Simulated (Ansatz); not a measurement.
Computed with Ansatz on PBE0-D4/def2-TZVP structures; ΔE is electronic, products minus reactants. CBS: MP2 limit from def2 TZ/QZ plus the TZ coupled-cluster correction, frozen cores. def2 core potentials past Kr. For Sn, Te outer-core shells are correlated without core-valence functions, which leaves a few kJ/mol of doubt a bond. One conformer a species, not always the lowest.

Reaction (ligand exchange at the Si–C bond): `CC([SiH3])[TeH]` + `[OH][Sn][OH]` → `[OH][Sn][O][SiH3]` + `CC[TeH]`

`CC([SiH3])[TeH]`:

Z-matrix (Å, degrees):
```
C
C 1 1.523
H 1 1.094 2 110.3
H 1 1.094 2 112.0 3 -119.6
H 1 1.094 2 111.6 3 119.4
Si 2 1.876 1 112.9 3 -60.9
Te 2 2.167 1 108.1 3 178.3
H 2 1.092 1 110.2 3 63.2
H 6 1.486 2 109.3 1 -56.5
H 6 1.493 2 109.7 1 62.7
H 6 1.486 2 110.7 1 -177.6
H 7 1.658 2 94.4 1 178.2
```

`[OH][Sn][OH]`:

Cartesian coordinates in Å:
```
O -0.346 0.895 0.687
Sn -0.924 -0.340 -0.759
O 0.827 -1.235 -0.784
H -0.990 1.537 0.993
H 1.433 -0.857 -0.137
```

`[OH][Sn][O][SiH3]`:

Z-matrix (Å, degrees):
```
Si
O 1 1.628
H 1 1.488 2 110.6
H 1 1.488 2 110.7 3 -120.9
H 1 1.497 2 111.3 3 119.6
Sn 2 1.989 1 141.7 3 -121.2
O 6 1.971 2 97.6 1 -0.0
H 7 0.963 6 116.4 2 0.2
```

`CC[TeH]`:

```xyz
9

C    -0.818   -0.644   -0.546
C     0.465    0.015   -0.086
Te    0.053    1.372    1.540
H    -1.287   -1.218    0.257
H    -0.616   -1.334   -1.370
H    -1.543    0.091   -0.901
H     0.925    0.598   -0.882
H     1.184   -0.717    0.281
H     1.636    1.838    1.706
```

```tsv
level	ΔE (eV)
CCSD/def2-TZVPP	-1.17
CCSD/CBS(def2)	-1.15
```

Task: What does CCSD(T)/CBS give? (An estimate is asked.)

Result: Computed: -1.10 eV. The listed levels differ from it by -0.07, -0.05 eV.

Largest T1 diagnostic among the species: 0.018.

The D4 term adds +0.06 eV with B3LYP and +0.03 eV with PBE0; it sums over pairs of atoms, weighted by their polarisabilities, and B3LYP, whose exchange is more repulsive, gets the larger term. In def2-TZVPP, CCSD(T) changes the Hartree–Fock value by +0.32 eV (the triples alone add +0.05 eV) and MP2 by +0.34 eV.

B3LYP here is the variant with VWN-RPA as its local correlation; programs differ in this.
